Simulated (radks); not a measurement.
The numbers below are computed, except where a source is named.
Ionisation of Sb+, [Kr] 4d10 5s2 5p2, to Sb2+, [Kr] 4d10 5s2 5p1, under several functionals. Scalar-relativistic Kohn-Sham, spin-polarised, spherical densities, finite nucleus; open shells are filled with parallel spins first (spin-orbit coupling, left out, can overturn this in heavy ions); a radial shooting solver on a logarithmic mesh with Libxc functionals.

| functional | E(Sb+) (hartree) | Exc (hartree) | IE (eV) | -e(HOMO) (eV) | <r> HOMO (bohr) | IE error (eV) |
|---|---|---|---|---|---|---|
| exchange-only B88 | -6479.08736 | -167.96274 | 15.814 | 11.946 | 2.689 | -0.812 |
| exchange-only LDA | -6470.67514 | -159.47323 | 15.738 | 11.861 | 2.686 | -0.888 |
| r2SCAN | -6481.87278 | -170.48202 | 16.761 | 12.940 | 2.639 | +0.135 |
| BLYP | -6481.63189 | -170.53457 | 16.332 | 12.371 | 2.657 | -0.294 |
| exchange-only r2SCAN | -6479.18935 | -167.76511 | 16.012 | 12.281 | 2.673 | -0.614 |

NIST Atomic Spectra Database: 16.63 eV (measured). Closest: r2SCAN. The Delta-SCF values span 1.02 eV, the total energies 11.20 hartree. The highest occupied level is 5p. Open shells are spherical and high-spin; term and fine-structure splittings are not resolved. Spin-orbit splitting is averaged out at the scalar-relativistic level.
